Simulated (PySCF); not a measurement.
Estimate the missing entries of this data sheet.

Compound: C₈H₉N.
Z-matrix (Å and degrees, GFN2-xTB geometry), rows numbered from 1:
```
C 
C   1  1.3188
C   2  1.5014  1  124.32
C   3  1.5036  2  109.25  1  -118.78
C   4  1.3905  3  120.83  2    84.79
C   5  1.3850  4  118.89  3  -178.17
N   6  1.3223  5  123.50  4     0.17
C   7  1.3217  6  117.71  5    -0.02
C   8  1.3858  7  123.53  6     0.00
H   1  1.0778  2  121.78  3    -1.04
H   1  1.0765  2  122.02  3   179.58
H   2  1.0821  1  120.58  3  -178.80
H   3  1.0913  2  109.68  1     2.02
H   3  1.0933  2  109.29  1   121.38
H   5  1.0797  4  120.50  3     1.81
H   6  1.0825  5  120.96  4  -179.89
H   8  1.0826  7  115.52  6   179.96
H   9  1.0802  4  120.73  3    -2.13
```

| property | level | value |
| --- | --- | --- |
| point group of the GFN2-xTB geometry | GFN2-xTB | C1 |
| rotational constants A, B, C of the GFN2-xTB geometry | GFN2-xTB | 4.104, 1.013, 0.894 GHz |
| dipole moment | PBE0/def2-SVPD | ? |
| HOMO energy | PBE0/def2-SVPD | -7.29 eV |
| LUMO energy | PBE0/def2-SVPD | -0.84 eV |
| lowest singlet excitation | TDDFT PBE0/def2-SVPD | 4.87 eV (255 nm, f = 0.006) |
| strongest line among the 6 lowest singlet transitions | TDDFT PBE0/def2-SVPD | S4 at 5.98 eV (207 nm, f = 0.077) |
| lowest triplet excitation (Tamm–Dancoff) | TDA PBE0/def2-SVPD | 4.19 eV |
| static isotropic polarisability | PBE0/def2-SVPD | 97.8 au |
| electronic spatial extent ⟨r²⟩ about the centre of nuclear charge | PBE0/def2-SVPD | 1326 bohr² |
| 13C chemical shifts (computed TMS as zero) by class | GIAO PBE0/pcSseg-1 | ? |
| 1H chemical shifts (computed TMS as zero) by class | GIAO PBE0/pcSseg-1 | 8.91 (H16/H17), 7.25 (H15/H18), 6.05 (H12), 5.51 (H10), 5.20 (H11), 3.38 (H13/H14) ppm |
| isotropic shieldings of nuclei other than C and H, by class | GIAO PBE0/pcSseg-1 | ? |

The electronic properties come from PySCF, for the isolated species, density fitting. One conformer (not necessarily the lowest) at the GFN2-xTB geometry, without solvent or vibrations. NMR classes are plain means over equivalent atoms (diastereotopic ones count apart unless rotation or inversion swaps them), as if these changed places fast; in this geometry the members of some classes differ.

**Question.** What is the dipole moment?

**Answer.** 2.50 D.

**Question.** What are the 13C chemical shifts (computed TMS as zero) by class?

**Answer.** 156.3 (C6/C8), 155.1 (C4), 148.4 (C2), 128.6 (C5/C9), 120.5 (C1), 47.6 (C3) ppm.

**Question.** The isotropic shieldings of nuclei other than C and H, by class?

**Answer.** -87 (N7) ppm.

The rotational constants make it an asymmetric top with κ = (2B − A − C)/(A − C) = -0.93, nearer the prolate limit (−1). No computed singlet falls in the visible range (750 to 380 nm, 1.65 to 3.26 eV); S1 lies 1.61 eV above its blue end. The 6 singlets span 4.87 to 6.45 eV, and their oscillator strengths add up to 0.17.

For the NMR shielding job (PBE0/pcSseg-1), the run took 2.5 min wall, 1.7 min CPU (with the writing of density and orbital grids) on an Intel Xeon at 2.50 GHz with one thread, shared host with 64 logical CPUs at a one-minute load of 58, and the process peaked at 0.86 GiB of memory.
